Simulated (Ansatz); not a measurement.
Relaxation of B2ClH3OS (8 atoms, charge 0, multiplicity 1), to a largest force component of 0.02 eV/Å in at most 50 steps.

The calculation used RKS PBE0/def2-SVP in Ansatz.

```xyz
8
Properties=species:S:1:pos:R:3
B -0.669 -0.027 1.438
S -0.280 1.491 0.345
B 0.611 0.416 -0.905
O 0.009 -0.141 -2.039
Cl 2.451 0.098 -0.699
H 0.012 -0.303 2.292
H -1.691 -0.576 1.236
H -0.351 -1.015 -1.724
```

Task: Where does it end, and by what steps?

Result: It converged. The force dipped under the threshold on the way, but the program's further checks kept it going. After 29 steps the energy has fallen by 1.792 eV; S2 moved furthest, 1.66 Å.

```json
{"step": "0", "energy less start (eV)": "0.0000", "largest force component (eV/Å)": "2.375", "accepted": "yes"}
{"step": "2", "energy less start (eV)": "-0.4409", "largest force component (eV/Å)": "1.030", "accepted": "yes"}
{"step": "4", "energy less start (eV)": "-0.5091", "largest force component (eV/Å)": "4.340", "accepted": "no"}
{"step": "6", "energy less start (eV)": "-0.9294", "largest force component (eV/Å)": "0.924", "accepted": "yes"}
{"step": "8", "energy less start (eV)": "-1.2298", "largest force component (eV/Å)": "1.172", "accepted": "yes"}
{"step": "10", "energy less start (eV)": "-1.5108", "largest force component (eV/Å)": "0.482", "accepted": "yes"}
{"step": "12", "energy less start (eV)": "-1.6470", "largest force component (eV/Å)": "1.196", "accepted": "yes"}
{"step": "14", "energy less start (eV)": "-1.7368", "largest force component (eV/Å)": "0.672", "accepted": "yes"}
{"step": "16", "energy less start (eV)": "-1.7633", "largest force component (eV/Å)": "0.363", "accepted": "yes"}
{"step": "18", "energy less start (eV)": "-1.7745", "largest force component (eV/Å)": "0.175", "accepted": "yes"}
{"step": "20", "energy less start (eV)": "-1.7839", "largest force component (eV/Å)": "0.229", "accepted": "yes"}
{"step": "22", "energy less start (eV)": "-1.7891", "largest force component (eV/Å)": "0.096", "accepted": "yes"}
{"step": "24", "energy less start (eV)": "-1.7909", "largest force component (eV/Å)": "0.013", "accepted": "yes"}
{"step": "26", "energy less start (eV)": "-1.7919", "largest force component (eV/Å)": "0.109", "accepted": "yes"}
{"step": "28", "energy less start (eV)": "-1.7921", "largest force component (eV/Å)": "0.064", "accepted": "yes"}
{"step": "29", "energy less start (eV)": "-1.7922", "largest force component (eV/Å)": "0.017", "accepted": "yes"}
```

```xyz
8
Properties=species:S:1:pos:R:3
B -0.693 0.028 1.675
S -1.023 0.068 -0.079
B 0.597 -0.034 -0.966
O 0.591 -0.040 -2.308
Cl 2.151 -0.124 -0.160
H 0.427 -0.041 2.103
H -1.669 0.076 2.378
H -0.289 0.009 -2.699
```

Whether the end is a true minimum wasn't checked by a vibrational analysis.

Time of the run: 58 s on 2 threads of AMD EPYC 7B13 (Zen 3), with other jobs on the host, peak memory 0.22 GiB.
